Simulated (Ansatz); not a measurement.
Reaction (formal exchange of groups at a Te–C bond): `O[SiH2]C[TeH]` + `[SiH3]S` → `S[SiH2][TeH]` + `C[SiH2]O`

Calculated with Ansatz (gas phase, PBE0-D4/def2-TZVP geometries, no zero-point term in ΔE). CCSD(T)/CBS adds triple-zeta CCSD(T) − MP2 to the extrapolated MP2 energy (def2 sets, frozen cores). This one scheme is used for every species. Functionals use def2-TZVPP. def2 core potentials past Kr. For Te outer-core shells are correlated without core-valence functions, which leaves a few kJ/mol of doubt a bond. Each species was taken in one conformer, which may not be the lowest.

`O[SiH2]C[TeH]`:

Cartesian coordinates in Å:
```
O -0.569 -1.563 -1.042
Si 0.547 -0.379 -0.811
C -0.216 1.078 0.078
Te -1.117 0.412 1.918
H -1.084 -1.791 -0.262
H 1.017 -0.001 -2.167
H 1.702 -0.844 0.008
H -1.047 1.494 -0.496
H 0.483 1.881 0.307
H 0.284 -0.287 2.468
```

`[SiH3]S`:

Z-matrix (Å, degrees):
```
Si
S 1 2.137
H 1 1.485 2 111.6
H 1 1.485 2 111.6 3 -122.0
H 1 1.482 2 104.8 3 119.0
H 2 1.344 1 94.7 3 60.9
```

`S[SiH2][TeH]`:

Z-matrix (Å, degrees):
```
Si
Te 1 2.496
S 1 2.132 2 109.4
H 1 1.482 2 112.9 3 115.0
H 1 1.484 2 107.9 3 -123.5
H 2 1.659 1 91.3 3 150.9
H 3 1.344 1 94.6 2 -57.3
```

`C[SiH2]O`:

```xyz
9

C    -0.830    0.234    0.796
Si    0.674    0.184   -0.304
O     0.876   -1.282   -1.037
H    -0.900    1.205    1.295
H    -0.778   -0.541    1.564
H    -1.749    0.087    0.223
H     1.909    0.388    0.491
H     0.560    1.265   -1.326
H     0.238   -1.540   -1.703
```

```tsv
level	ΔE (eV)
PBE0-D4	-1.00
ωB97M-V	-0.93
```

(1) What does CCSD(T)/CBS give? (Best estimate.)

Largest T1 diagnostic among the species: 0.011.

Answers

(1) Ansatz gave: -0.90 eV. The listed levels differ from it by -0.10, -0.03 eV.

The D4 term adds +0.03 eV with B3LYP and +0.02 eV with PBE0; it sums over pairs of atoms, weighted by their polarisabilities, and B3LYP, whose exchange is more repulsive, gets the larger term. In def2-TZVPP, CCSD(T) changes the Hartree–Fock value by +0.12 eV (the triples alone add +0.02 eV) and MP2 by +0.08 eV.

B3LYP here is the variant with VWN-RPA as its local correlation; programs differ in this.
